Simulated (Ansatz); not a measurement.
Question: Name a neutral molecule of Br, Cl, Sn and H with HOMO–LUMO gap (B3LYP/def2-TZVPP) between 5.70 and 6.00 eV and HOMO energy (PBE0/def2-TZVPP) between -9.15 and -8.85 eV (Ansatz, PBE0-D4/def2-TZVP geometry).

Answer: `[Cl][SnH]([Cl])[Br]` (6.00 eV, -8.98 eV). Other molecules can fit too; these were computed, each in one conformer that needn't be the lowest.

B3LYP here is the variant with VWN-RPA as its local correlation; programs differ in this.
